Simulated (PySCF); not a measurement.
H₃Si, SMILES [SiH3+], charge +1.

Geometry: PBE0-D3(BJ)/def2-TZVPD.

Two levels are set side by side: TDA-PBE/def2-TZVPD (PySCF) and TDA-CAM-B3LYP/def2-TZVPD (PySCF). Vertical, same geometry. The lowest singlet is HOMO−1→LUMO 100 % with PBE and HOMO−1→LUMO 100 % with the other functional; states are paired by order. Differences are taken from unrounded values.

```json
[
 {"quantity": "lowest singlet excitation (eV)", "TDA-CAM-B3LYP": "5.62"},
 {"quantity": "lowest triplet excitation (TDA) (eV)", "TDA-CAM-B3LYP": "4.91"},
 {"quantity": "first bright state (f over 0.05) (eV)", "TDA-CAM-B3LYP": "10.50"},
 {"quantity": "its oscillator strength", "TDA-CAM-B3LYP": "0.08"}
]
```

Q: What does TDA-PBE give, and how far is it from TDA-CAM-B3LYP? (An estimate is asked for; the answer gives what the named calculation found.)

A: 
| quantity | TDA-PBE | TDA-PBE minus TDA-CAM-B3LYP |
|---|---|---|
| lowest singlet excitation (eV) | 5.27 | -0.35 |
| lowest triplet excitation (TDA) (eV) | 4.57 | -0.34 |
| first bright state (f over 0.05) (eV) | 10.61 | 0.11 |
| its oscillator strength | 0.09 | 0.01 |

Functionals without exact exchange tend to place singlet excitations lower, as here. Differences between two approximate levels are no errors against the true value.

Rough cost on one machine, each run with all the roots and properties that it gave: TDA-CAM-B3LYP against TDA-PBE within a factor of 2.
